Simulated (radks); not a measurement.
Kinetic energies: the exact non-interacting value of the Kohn-Sham orbitals and orbital-free approximations, as 100 (|E| - |E exact|)/|E exact|, negative where the magnitude is too small. Species: Re2+ [Xe] 4f14 5d5; Sr2+ [Kr]. Method: non-relativistic Kohn-Sham, PBE, spin-polarised, spherical densities, point nucleus; computed with a radial shooting solver on a logarithmic mesh with Libxc functionals. Every spin shell is full or empty, so the densities are truly spherical. Functionals are evaluated on that one density, not self-consistently.

| functional | Re2+ | Sr2+ |
|---|---|---|
| exact (hartree) | 15783.4 | 3130.71 |
| Thomas-Fermi | -4.75 | -5.76 |
| von Weizsacker | -63.79 | -54.46 |
| TF + vW | +31.46 | +39.78 |
| TF + vW/9 | -0.72 | -0.70 |
| TF + vW/5 | +2.49 | +3.35 |
| LC94 | -0.01 | +0.06 |
| revAPBEK | +0.16 | +0.34 |
| Perdew 92 | -0.72 | -0.69 |
| Thakkar | -0.79 | -0.48 |
| LKT | +16.29 | +21.35 |
| PG1 | +12.70 | +16.86 |
| DePristo-Kress | -0.23 | -0.06 |
| Ernzerhof | -0.51 | -0.37 |
